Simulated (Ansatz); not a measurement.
```yaml
atoms:
  - { symbol: C, position_ang: [0.0355, -0.0153, -0.7069] }
  - { symbol: C, position_ang: [-0.0163, 0.0051, 0.7894] }
  - { symbol: H, position_ang: [0.9405, -0.0341, 1.3640] }
  - { symbol: H, position_ang: [-0.9763, 0.0036, 1.3795] }
  - { symbol: H, position_ang: [0.0082, 1.0112, -1.0730] }
  - { symbol: H, position_ang: [0.8502, -0.4669, -1.1516] }
  - { symbol: H, position_ang: [-0.9280, -0.4725, -1.0899] }
```

Basis set: 6-31G (spherical functions). Left uncorrelated: 2 orbitals. Charge 0, multiplicity 2.

Computed with Ansatz (development build ahead of 0.2.0); each method stands on the lowest determinant of its kind that the runs found.

The atomization energy at this shape (free ground-state atoms in the same class of orbitals less the molecule, no zero-point energy) of doublet C₂H₅:

```
method  atomization energy
   UHF       1872.7 kJ/mol
```

(1) What does UHF-MP2 give?

## Answers

(1) 2182.7 kJ/mol.

This basis has no polarisation functions and is too small for such energies, which can lie far from measured ones in either direction.
